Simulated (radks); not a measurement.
Numerical settings for the rhodium ion Rh2+, [Kr] 4d7. All-electron calculation, scalar-relativistic Kohn-Sham, PBEsol, spin-polarised, spherical densities, finite nucleus; open shells are filled with parallel spins first (spin-orbit coupling, left out, can overturn this in heavy ions); Fermi nuclear charge, rms radius 4.4945 fm. Program: a radial shooting solver on a logarithmic mesh with Libxc functionals. The defaults (mesh step 0.008 in ln r, mesh end at 40 bohr or more with all orbitals vanishing there, Anderson mixing 0.5 over 9 steps, residual threshold near 1e-9 with the energy settled to 1e-9 hartree or 1e-11 of itself, here a cap of 98 iterations) give E = -4780.7106 hartree and 4d at -24.486 eV in 15 iterations. Run on one thread of a shared host, so times are rough (Arm Neoverse N1): 0.25 s of CPU time, 0.25 s wall, 15 iterations on 2198 mesh points. Changes against that run (0 stands for a change within the tolerance of the run):

setting,iterations,converged,E (mhartree),e(4d) (meV),CPU (s)
mesh step in ln r 0.012,15,yes,0,0,0.17
mesh step in ln r 0.02,15,yes,0,0,0.12
mesh step in ln r 0.005,16,yes,0,0,0.4
mesh end (bohr) 12,15,yes,0,0,0.24
mesh end (bohr) 2,13,level above zero,+5.65e+03,+3.81e+04,0.17
residual threshold 1e-13,27,yes,0,0,0.34
residual threshold 1e-16,98,no,0,0,0.8
mixing 0.2,16,yes,0,0,0.27
"linear mixing, mixing 0.8",66,yes,0,0,0.91
"linear mixing, mixing 0.5",30,yes,0,0,0.4
mixing history 20,20,yes,0,0,0.31
iteration cap 3,3,no,+28.8,-1.15e+03,0.07

Settled on a wrong energy, with an occupied level pushed above zero by the early mesh end: mesh end (bohr) 2 (+5.65 hartree). Apart from these: no run marked as converged misses the energy by more than 1 mhartree. A mesh that ends early acts as a hard wall.
